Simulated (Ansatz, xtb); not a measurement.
## Relative energy of two isomers of H10N2Si3

We compare I, `N[SiH](N)[SiH2][SiH3]`, a singlet, with II, `N[SiH2][Si@@H](N)[SiH3]`, a singlet. Both are isolated molecules in the gas phase, relaxed with PBE-D3(BJ)/def2-SVP, each in the lowest conformer that the search found.

I (Å):

```yaml
atoms:
  - { symbol: N, position_ang: [0.6421, -0.5656, -0.6623] }
  - { symbol: N, position_ang: [1.7613, -0.6358, 1.9070] }
  - { symbol: Si, position_ang: [0.3605, -0.1322, 0.9995] }
  - { symbol: Si, position_ang: [-0.1570, 2.1763, 0.8704] }
  - { symbol: Si, position_ang: [-1.8188, 2.5176, -0.7598] }
  - { symbol: H, position_ang: [0.1580, -0.0678, -1.4126] }
  - { symbol: H, position_ang: [0.8106, -1.5440, -0.9119] }
  - { symbol: H, position_ang: [-0.7806, -0.8045, 1.7347] }
  - { symbol: H, position_ang: [2.6665, -0.2013, 1.7084] }
  - { symbol: H, position_ang: [1.6535, -0.8084, 2.9094] }
  - { symbol: H, position_ang: [-0.6600, 2.6953, 2.1961] }
  - { symbol: H, position_ang: [1.0543, 2.9962, 0.4928] }
  - { symbol: H, position_ang: [-3.0500, 1.7204, -0.4141] }
  - { symbol: H, position_ang: [-2.2178, 3.9599, -0.9348] }
  - { symbol: H, position_ang: [-1.3122, 2.0136, -2.0904] }
```

II (Å):

```xyz
15

N    -1.7473    0.6910    0.6334
N    -0.6742   -1.1912   -1.8514
Si   -0.2380   -0.1012    1.1000
Si   -0.1294   -1.9408   -0.3629
Si    2.0461   -2.7845   -0.6573
H    -1.8612    1.6728    0.9060
H    -2.6133    0.1854    0.8466
H     0.8556    0.8916    0.8071
H    -0.1011   -0.4988    2.5564
H    -0.9857   -3.0741    0.1864
H    -1.3652   -0.4426   -1.7245
H    -0.8758   -1.7531   -2.6817
H     2.5162   -3.5004    0.5840
H     3.0105   -1.6668   -0.9573
H     2.0976   -3.7640   -1.8037
```

Quicker runs give these differences E(II) − E(I): GFN2-xTB 0.0 kcal/mol; HF/STO-3G +4.3 kcal/mol (at GFN2-xTB geometries); r2SCAN-D4/def2-SVP +6.5 kcal/mol (at GFN2-xTB geometries).

Problem. Estimate E(II) − E(I) at the level CCSD(T)/def2-SVP + ΔMP2/def2-TZVPP.

Solution. Calculated at CCSD(T)/def2-SVP + ΔMP2/def2-TZVPP: E(II) − E(I) = +7.1 kcal/mol, so structure I lies lower.

How the difference moves with the method:

```csv
level,geometry,E(II) − E(I) (kcal/mol),departure from the last row (kcal/mol),"job, with rough time for the two"
GFN2-xTB,GFN2-xTB,0.0,−7.1,"optimisation, 0.43 s"
HF/STO-3G,GFN2-xTB,+4.3,−2.9,"single point, 0.48 s"
r2SCAN-D4/def2-SVP,GFN2-xTB,+6.5,−0.6,"single point, 6.9 s"
PBE-D3(BJ)/def2-SVP,PBE-D3(BJ)/def2-SVP,+6.4,−0.7,"optimisation, 71 s"
HF/def2-SVP,PBE-D3(BJ)/def2-SVP,+6.3,−0.8,part of the CCSD(T) run
MP2/def2-SVP,PBE-D3(BJ)/def2-SVP,+6.3,−0.8,part of the CCSD(T) run
CCSD(T)/def2-SVP,PBE-D3(BJ)/def2-SVP,+6.2,−0.9,single point
CCSD(T)/def2-SVP + ΔMP2/def2-TZVPP,PBE-D3(BJ)/def2-SVP,+7.1,,"single point, 66 s"
```

As drawn, both hold the same kinds of bond in the same numbers.

GFN2-xTB finds them nearly level. The largest departure from CCSD(T)/def2-SVP + ΔMP2/def2-TZVPP is that of GFN2-xTB, 7.1 kcal/mol. The last row adds to CCSD(T) the change of the MP2 difference between the two basis sets, here +0.9 kcal/mol.

With thermal terms from frequencies at re-optimised GFN2-xTB minima (ideal gas, soft modes damped towards free rotors, one conformer each, 298.15 K, 1 atm): the zero-point term adds −0.3 kcal/mol; ΔH is +6.9 and ΔG +6.6 kcal/mol.

The correlated steps freeze 17 core orbitals. Mirror images aren't counted in ΔG. Codes used: Ansatz 0.2.0, xtb 6.7.1; the last row on 2 threads of Arm Neoverse V1 on a shared host.
